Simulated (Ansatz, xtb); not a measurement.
## Two structures of H7NOSiSn

Structure I is a singlet given by its coordinates and structure II is a singlet given by its coordinates. Both are isolated molecules in the gas phase, relaxed with PBE0-D3(BJ)/def2-SVP.

I (Å):

| atom | x (Å) | y (Å) | z (Å) |
| --- | --- | --- | --- |
| N | -0.2759 | -1.4551 | 2.6238 |
| O | -0.1775 | 0.0374 | 0.3030 |
| Si | -1.2009 | -0.5663 | 1.4477 |
| Sn | 1.8000 | 0.1333 | 0.5851 |
| H | -0.0907 | -2.4455 | 2.5109 |
| H | -0.3186 | -1.2033 | 3.6045 |
| H | -2.2039 | -1.4354 | 0.7635 |
| H | -1.8866 | 0.5208 | 2.2106 |
| H | 2.1194 | 0.9677 | 2.0450 |
| H | 2.4312 | -1.4571 | 0.5755 |
| H | 2.3171 | 1.0255 | -0.7806 |

Close contacts (Å): N1–Si3 1.74, O2–Si3 1.65, O2–Sn4 2.00, Si3–Sn4 3.20, N1–H5 1.01, N1–H6 1.01, Si3–H7 1.49, Si3–H8 1.49, Sn4–H9 1.71, Sn4–H10 1.71, Sn4–H11 1.71.

II (Å):

| atom | x (Å) | y (Å) | z (Å) |
| --- | --- | --- | --- |
| N | -3.3666 | 0.2687 | 0.2769 |
| O | -0.7016 | -0.1788 | -0.0233 |
| Si | 0.6775 | -1.0483 | 0.1530 |
| Sn | -1.4537 | 1.6271 | 0.6728 |
| H | -2.7806 | -0.4688 | -0.1340 |
| H | -4.0357 | 0.5955 | -0.4182 |
| H | -3.8740 | -0.1147 | 1.0725 |
| H | -1.7958 | 2.2483 | -0.9761 |
| H | 1.5966 | -0.9086 | -1.0241 |
| H | 1.4578 | -0.6400 | 1.3719 |
| H | 0.3576 | -2.5072 | 0.2965 |

Close contacts (Å): N1–Sn4 2.38, O2–Si3 1.64, O2–Sn4 2.08, N1–H5 1.03, N1–H6 1.02, N1–H7 1.02, Si3–H9 1.50, Si3–H10 1.50, Si3–H11 1.50, Sn4–H8 1.79.

Problem. Estimate E(II) − E(I) at the level CCSD(T)/def2-SVP + ΔMP2/def2-TZVPP.

Solution. Calculated at CCSD(T)/def2-SVP + ΔMP2/def2-TZVPP: E(II) − E(I) = −0.091 eV, so structure II lies lower.

Level by level:

```csv
level,geometry,E(II) − E(I) (eV),departure from the last row (eV),"job, with rough time for the two"
PBE0-D3(BJ)/def2-SVP,PBE0-D3(BJ)/def2-SVP,−0.228,−0.137,"optimisation, 2.3 min"
HF/def2-SVP,PBE0-D3(BJ)/def2-SVP,−0.101,−0.010,part of the CCSD(T) run
MP2/def2-SVP,PBE0-D3(BJ)/def2-SVP,−0.107,−0.016,part of the CCSD(T) run
CCSD(T)/def2-SVP,PBE0-D3(BJ)/def2-SVP,−0.192,−0.101,single point
CCSD(T)/def2-SVP + ΔMP2/def2-TZVPP,PBE0-D3(BJ)/def2-SVP,−0.091,,"single point, 34 s"
```

None of the levels shown reverses the order. The largest departure from CCSD(T)/def2-SVP + ΔMP2/def2-TZVPP is that of PBE0-D3(BJ)/def2-SVP, 0.137 eV. Levels run at GFN2-xTB geometries aren't shown. The last row adds to CCSD(T) the change of the MP2 difference between the two basis sets, here +0.101 eV.

With harmonic frequencies from PBE0-D3(BJ)/def2-SVP (ideal gas, rigid rotor, one conformer each, 400 K, 1 atm): on the last row, ΔE + ΔZPE = +0.044 eV. A mode under 50 cm⁻¹ makes harmonic enthalpies and free energies unreliable, so none is given. The zero-point term alone reverses the order.

The correlated steps freeze 11 core orbitals; the filled d shell of Sn is correlated, in a basis made for valence electrons. Atoms past krypton carry core potentials in the def2 sets and no spin–orbit term is included. Run with Ansatz 0.2.0; the last row on 2 threads of Arm Neoverse V2 on a shared host.
